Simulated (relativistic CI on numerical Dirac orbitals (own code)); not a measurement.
**Crystal-field levels of Cd4+, 4d8**

Calculated by Dirac-Coulomb-Breit CI, orbitals from a KLI potential per configuration, a model potential for QED, valence Slater integrals scaled by 0.8, one configuration in a parametric crystal field (own radial code).

Field parameters in Wybourne normalisation: D3d B²₀ = −7Dσ, B⁴₀ = −14Dq − 21Dτ, B⁴₃ = −14√(10/7) Dq. The field is a parameter set, without covalency.

S is read from ⟨S²⟩ = S(S + 1).

Levels (cm⁻¹, degeneracy): 0 (1), 14 (2), 13965 (2), 25743 (1), 27188 (2), 27362 (2), 27616 (1), 28515 (1), 29195 (2), 29879 (1), 37867 (2), 37986 (1).

Question: Which field gives this pattern?
A. D3d, 10Dq = 29750, Dσ = -490, Dτ = -210 cm⁻¹
B. D3d, 10Dq = 27700, Dσ = -830, Dτ = 70 cm⁻¹
C. D3d, 10Dq = 23000, Dσ = 1180, Dτ = 300 cm⁻¹

Answer: B. D3d, 10Dq = 27700, Dσ = -830, Dτ = 70 cm⁻¹, ground level with S = 1.00.
